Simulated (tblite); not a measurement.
Species: C₇H₈F₂.
Numbering: `[CH:1]#[C:2][C@@:3]1([F:4])[CH2:5][CH2:6][C@H:7]1[CH2:8][F:9]` (hydrogens: H10 on C1; H11, H12 on C5; H13, H14 on C6; H15 on C7; H16, H17 on C8)

Structure optimised with GFN2-xTB, isolated species.

Problem. What internal coordinates does the optimisation give?

Solution. 
| bond | length (pm) | order |
| --- | --- | --- |
| C1≡C2 | 119.7 | triple |
| C2–C3 | 144.7 | single |
| C3–F4 | 138.6 | single |
| C3–C5 | 154.3 | single |
| C5–C6 | 153.7 | single |
| C6–C7 | 154.1 | single |
| C7–C8 | 151.7 | single |
| C8–F9 | 137.4 | single |
| C3–C7 | 154.7 | single |
| C1–H10 | 104.9 | single |
| C5–H11 | 108.7 | single |
| C5–H12 | 108.7 | single |
| C6–H13 | 108.8 | single |
| C6–H14 | 108.7 | single |
| C7–H15 | 109.2 | single |
| C8–H16 | 109.5 | single |
| C8–H17 | 109.5 | single |

Orders are formal, as drawn. A selection of angles:
| angle | degrees |
| --- | --- |
| C1–C2–C3 | 177.6 |
| C2–C3–F4 | 109.3 |
| C2–C3–C5 | 114.4 |
| C2–C3–C7 | 116.0 |
| F4–C3–C5 | 113.9 |
| F4–C3–C7 | 112.9 |
| C5–C3–C7 | 89.3 |
| C3–C5–C6 | 89.4 |
| C5–C6–C7 | 89.8 |
| C6–C7–C8 | 118.1 |
| C3–C7–C6 | 89.1 |
| C3–C7–C8 | 116.9 |
| C7–C8–F9 | 110.0 |

Dihedral angles: C2–C3–C5–C6 107° (anticlinal); C3–C5–C6–C7 12° (synperiplanar); C5–C6–C7–C8 -132° (anticlinal); C6–C7–C8–F9 -74° (synclinal); C2–C3–C7–C6 -105° (anticlinal).

The C–C distances run from 1.197 Å (C1≡C2, drawn triple) to 1.547 Å (C3–C7, drawn single), a spread of 0.350 Å. Of the pairs four or more bonds apart, C2···H17 is among the closest relative to their van der Waals radii: 2.74 Å, 95 % of the sum of Bondi's values. The 4-membered ring C3–C5–C6–C7 has internal angles of 89.1° to 89.8° (sum 358°, against 360° for a flat polygon); it is puckered, 0.08 Å rms from its mean plane, widest ring torsion 12°.

Point group: C1 (no symmetry element, even within 0.4 Å). Its GFN2-xTB frequencies are all real (lowest 61 cm⁻¹). The numbers are those of one conformer.

On one thread, Intel Xeon at 2.70 GHz (x86_64), shared host, this took 0.86 s. These figures are those of the optimisation.

The numbers are calculated, not measured.
